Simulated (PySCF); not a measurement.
**Two-component Hartree-Fock for Rh (rhodium, neutral)**

Start: [Kr] 4d8 5s1; 4d3/2 filled at m_j = -3/2, -1/2, +1/2, +3/2; 4d5/2 filled at m_j = -1/2, +1/2, +3/2, +5/2; 5s1/2 filled at m_j = +1/2. Calculated with PySCF 2.14 in x2c-SVPall-2c with one added diffuse shell each of s, p, d type (7s9p7d1f, 76 functions): generalised Hartree-Fock with the X2C-1e Hamiltonian and a Gaussian nucleus; one run each with spin-orbit coupling (SO) switched off, then screened by Boettger's factors.

```
spinor shell  electrons  ε, spin-free (eV)  ε, screened SO (eV)  weight of nominal j (screened SO)  rms radius, screened SO (bohr)
       1s1/2          2           -23338.2             -23336.7                              1.000                          0.0375
       2s1/2          2            -3464.0              -3463.5                              1.000                           0.154
       2p1/2          2            -3098.5              -3198.7                              1.000                           0.134
       2p3/2          4            -3098.5              -3051.8                              1.000                           0.138
       3s1/2          2            -653.82              -653.66                              1.000                           0.415
       3p1/2          2            -530.28              -548.13                              1.000                           0.412
       3d3/2          4            -332.96              -336.08                              0.997                           0.401
       3d5/2          6            -332.96              -330.70                              0.998                           0.405
       4s1/2          2            -101.00              -100.94                              1.000                            1.05
       4p1/2          2            -63.580              -67.589                              0.946                            1.15
       4p3/2          4            -63.580              -61.616                              0.973                            1.18
       4d3/2          4            -11.697              -12.114                              0.693                            1.71
       4d5/2          4            -11.697              -11.292                              0.732                            1.73
       5s1/2          1             -6.483               -6.483                              0.999                            3.79
```

(1) Where does 3p3/2 lie, and what is the 3p spin-orbit splitting (screened SO)?

```
   quantity    spin-free  screened SO
E (hartree)  -4780.39470  -4781.12125
        M_J          9/2          9/2
       ⟨J²⟩       24.759       24.759
       ⟨L²⟩       12.007       12.047
       ⟨S²⟩        3.751        3.752
```

Each row is a mean over spinors that exchange with the open shell spreads, by up to 6.996 eV (4p3/2).

Rows whose weight is well below 1 are mixtures of j = l ± 1/2: exchange outweighs spin-orbit coupling there, and the label is only the starting occupation.

Breit and QED terms are absent; they matter most for the inner s and p1/2 levels.

Densities and radii are taken from the X2C orbitals without a picture-change correction, which distorts them close to the nucleus.

Without spin-orbit coupling the j labels of p, d and f shells carry no meaning; the spin-free column gives the mean over the occupied spinors of each nl shell.

Results:

(1) At -521.86 eV, 26.273 eV above 3p1/2.
